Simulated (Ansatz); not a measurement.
B₂ClH₅SSi, relaxed with RKS PBE0-D4/def2-TZVP in the Gaussian-basis code of Ansatz from a PBE-D4/def2-SVP geometry. The force threshold is 0.005 eV/Å; the program also tests the step.

The species carries charge 0 and has multiplicity 1. The bonds changed during the relaxation, so this is another structure than the one it started from.

Start:

```xyz
10

B    -0.136    1.412   -0.855
B     0.434   -0.143   -0.880
Si    0.653   -0.661    1.007
S    -0.894   -1.648   -0.355
Cl   -0.290    0.264    2.613
H    -1.263    1.719   -0.494
H     0.627    2.334   -1.100
H     1.297   -0.667   -1.561
H     1.484   -1.776    1.570
H    -1.913   -0.835    0.054
```

```tsv
step	energy (eV)	largest force (eV/Å)	largest move (Å)
1	-32658.7267	0.649	0.000
2	-32658.7710	0.291	0.033
3	-32658.7760	0.165	0.024
4	-32658.7780	0.041	0.018
5	-32658.7782	0.019	0.005
6	-32658.7782	0.012	0.003
7	-32658.7783	0.008	0.005
8	-32658.7783	0.020	0.008
9	-32658.7784	0.010	0.006
10	-32658.7784	0.011	0.005
11	-32658.7784	0.008	0.005
12	-32658.7784	0.004	0.002
```

End:

```xyz
10

B    -0.134    1.412   -0.869
B     0.450   -0.122   -0.848
Si    0.623   -0.683    1.013
S    -0.887   -1.616   -0.337
Cl   -0.285    0.213    2.613
H    -1.247    1.707   -0.523
H     0.601    2.323   -1.135
H     1.286   -0.653   -1.523
H     1.478   -1.769    1.540
H    -1.886   -0.811    0.068
```

Run time 24 s (4 threads of an INTEL XEON PLATINUM 8581C on a shared host); peak host memory 0.61 GiB.
